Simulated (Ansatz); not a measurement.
Single points on the cluster Si₂Te.

```yaml
crystal:
  periodic: [false, false, false]
  atoms:
    - {symbol: Si, position_ang: [1.262109, -0.588823, 0.022045]}
    - {symbol: Si, position_ang: [0.000739, 1.339463, 0.382041]}
    - {symbol: Te, position_ang: [-1.262848, -0.750640, -0.404086]}
basis:
  gaussian: {orbitals: def2-TZVP, initial_orbitals: start.molden}
magnetization: {spin_polarized: true, initial_magnetization: 4}
hamiltonian: {xc: pbe, dispersion: d4}
scf: {omitted_lower_state_checks: [starts]}
output: {orbitals: {seedname: orbitals}}
```

The file start.molden holds the orbitals of an earlier run on this structure, at another level or in another basis.

```sh
$ ansatz run in.yaml --threads 2 --pin off --events-out ev --progress --plain --max-ram 32768MiB --backend cpu
```

It prints (some lines left out):

```
Functional definition: PBE
890 factors; their error is unknown
mean field evaluation 1: about -23037.2548 eV, gradient 6.6e0 eV
mean field evaluation 2: about -23037.3272 eV, gradient 1.2e-1 eV
mean field evaluation 4: about -23037.1927 eV, gradient 1.8e-3 eV
mean field evaluation 8: about -23037.1927 eV, gradient 3.0e-5 eV
mean field -23037.19265330 eV, -846.6012148389 hartree, gradient 1.3e-5 eV, S^2 6.007684; 0 other end points of the search recorded, 0 dependent functions left out
reference -23037.19268481 eV, -846.6012159965 hartree; 28, 24 occupied and 96, 100 virtual orbitals, 890 factors
Total energy: -23037.34555634 eV, -846.6068339219 hartree
Checks for a lower state left out: starts
```

It took 2.1 s on 2 threads of AMD EPYC 7R13 on a shared host.

First input, but with `gaussian: {orbitals: STO-3G}`, `hamiltonian: {xc: hf}` (abridged; 0.5 s):

```
Functional definition: HF
mean field -193696.25569639 eV, -7118.2061048049 hartree, gradient 9.7e-6 eV, S^2 6.018305
Total energy: -193696.25569639 eV, -7118.2061048049 hartree
Checks for a lower state left out: starts
```

The first input with `hamiltonian: {xc: {name: B3LYP}, dispersion: d4}` (abridged; 2.7 s):

```
Functional definition: B3LYP
mean field -23048.27916766 eV, -847.0086367269 hartree, gradient 2.3e-5 eV, S^2 6.009247
Total energy: -23048.53762052 eV, -847.0181346942 hartree
Checks for a lower state left out: starts
```

The first input with `hamiltonian: {xc: pbe}`, `correlation: {method: rpa}` and without the key `output` (abridged; 3 s):

```
Functional definition: PBE
mean field -23037.19264664 eV, -846.6012145939 hartree, gradient 1.9e-6 eV, S^2 6.007684
14 core orbitals not correlated: weight in the atoms' cores, before any rotation towards them, 1.000 or more for the frozen orbitals, at most 0.000 for the correlated occupied ones
Total energy: -23010.48002356 eV, -845.6195438023 hartree
Checks for a lower state left out: starts
```

First input, but with `hamiltonian: {xc: lda}` (abridged; 0.95 s):

```
Functional definition: SPW92
mean field -22971.95072044 eV, -844.2036180286 hartree, gradient 1.9e-5 eV, S^2 6.003985
Total energy: -22971.95074743 eV, -844.2036190206 hartree
Checks for a lower state left out: starts
```

First input, but with `correlation: {method: mp2}` and without the key `hamiltonian` (abridged; 2.4 s):

```
Functional definition: HF
mean field -22987.54993452 eV, -844.7768785728 hartree, gradient 3.9e-6 eV, S^2 6.051746
14 core orbitals not correlated: weight in the atoms' cores, before any rotation towards them, 1.000 or more for the frozen orbitals, at most 0.000 for the correlated occupied ones
second order -16.62228857 eV of doubles, -0.00000000 eV of singles
Total energy: -23004.17222310 eV, -845.3877364108 hartree
Checks for a lower state left out: starts
```

As the first input, with `hamiltonian: {xc: {name: wB97X-V}}` (abridged; 17 s):

```
Functional definition: wB97X-V
mean field -23041.46365797 eV, -846.7581713655 hartree, gradient 6.9e-6 eV, S^2 6.017546
Total energy: -23041.46365801 eV, -846.7581713667 hartree
Checks for a lower state left out: starts
```

Geometry: r2SCAN-D4/def2-TZVP.

In the def2 sets Te takes a core potential, while STO-3G treats all electrons; there is no spin–orbit coupling. B3LYP takes the VWN-RPA correlation. Correlated methods freeze 14 core orbitals; core or outer-core shells of Te are correlated, in sets that lack core-valence functions. At PBE0-D4/def2-TZVP a singlet of charge 0 lies 3.01 eV below the quintet, each at its own geometry. The structure comes from a short search, and lower isomers may exist.
